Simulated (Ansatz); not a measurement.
Species: C4H4, SMILES `C#CC=C` (charge 0, multiplicity 1).

Problem. Give a relaxed geometry from CAM-B3LYP-D3(BJ)/def2-TZVP run with Ansatz (an electronic-structure program).

Solution. the end point of this relaxation (outside a Z-matrix the atoms follow the SMILES, hydrogens last).
Bonds (Å): C1–C2 1.197, C1–H5 1.063, C2–C3 1.424, C3–C4 1.326, C3–H6 1.084, C4–H7 1.081, C4–H8 1.081. Angles (°): C2–C1–H5 179.7, C1–C2–C3 178.7, C2–C3–C4 124.0, C2–C3–H6 116.0, C4–C3–H6 119.9, C3–C4–H7 121.5, C3–C4–H8 120.8, H7–C4–H8 117.7.
